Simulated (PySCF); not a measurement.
**Question.** Give a PBE0-D3(BJ)/def2-SVP geometry of `P[SiH](P)P`.

**Answer.** 
Z-matrix in Å and degrees, rows numbered from 1:
```
P 
Si  1  2.2668
P   2  2.2672  1  111.33
P   2  2.2666  1  111.43  3  -124.24
H   1  1.4300  2   93.06  3    52.02
H   1  1.4298  2   94.58  3   -41.93
H   2  1.4950  1  107.62  3   117.76
H   3  1.4304  2   94.50  1  -167.32
H   3  1.4301  2   93.01  1   -73.40
H   4  1.4303  2   94.88  1   -41.82
H   4  1.4300  2   92.99  1    52.16
```

All 3 P–Si bonds measure 2.267 Å. P1 (three-coordinate phosphorus) is pyramidal (angles 94.6°, 93.7° and 93.1°, sum 281.3°, 0.86 Å off the plane of its three neighbours). Si2 (SiH silicon) is tetrahedral (angles from 107.6° to 111.4°).

Theory: PySCF 2.14.0, PBE0-D3(BJ)/def2-SVP geometry optimisation, gas phase.

Point group: C3 (tolerance 0.08 Å). No PBE0-D3(BJ)/def2-SVP frequencies stand behind this structure, so it isn't proved a minimum. One conformer, not necessarily the lowest (H–P1–Si2–P3 52° and -42°, P1–Si2–P3–H -167° and -73°, P1–Si2–P4–H -42° and 52°).
